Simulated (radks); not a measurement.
Problem. All-electron atom: Te1.25+ in [Kr] 4d10 5p(up 2, down 2) 5s(up 0.5, down 0.25) (fractional occupations, a model configuration). All-electron calculation, scalar-relativistic Kohn-Sham, PBE, spin-polarised, spherical densities, finite nucleus; Fermi nuclear charge, rms radius 4.7423 fm. Program: a radial shooting solver on a logarithmic mesh with Libxc functionals. Some entries of the table are withheld. Estimate them.

orbital,occ.,eigenvalue (eV),<r> (bohr)
1s up,1,-31640.41,0.02781
1s down,1,-31640.39,0.02781
2s up,1,-4863.464,0.1199
2s down,1,-4863.457,0.1199
2p up,3,-4367.410,0.1048
2p down,3,-4367.402,0.1048
3s up,1,-978.5871,0.3221
3s down,1,-978.5748,0.3221
3p up,3,-817.3184,0.3202
3p down,3,-817.3058,0.3202
3d up,5,-573.4565,0.2968
3d down,5,-573.4450,0.2968
4s up,1,-177.7103,0.7645
4s down,1,-177.6833,0.7644
4p up,3,-127.7252,0.8206
4p down,3,-127.6936,0.8204
4d up,5,-54.8700,0.9677
4d down,5,-54.8111,0.9669
5s up,0.5,-26.7638,1.999
5s down,0.25,-26.5457,2.001
5p up,2,(1),2.403
5p down,2,(2),2.412

Solution. 
(1) 5p up eigenvalue (eV): -16.6355
(2) 5p down eigenvalue (eV): -16.4493
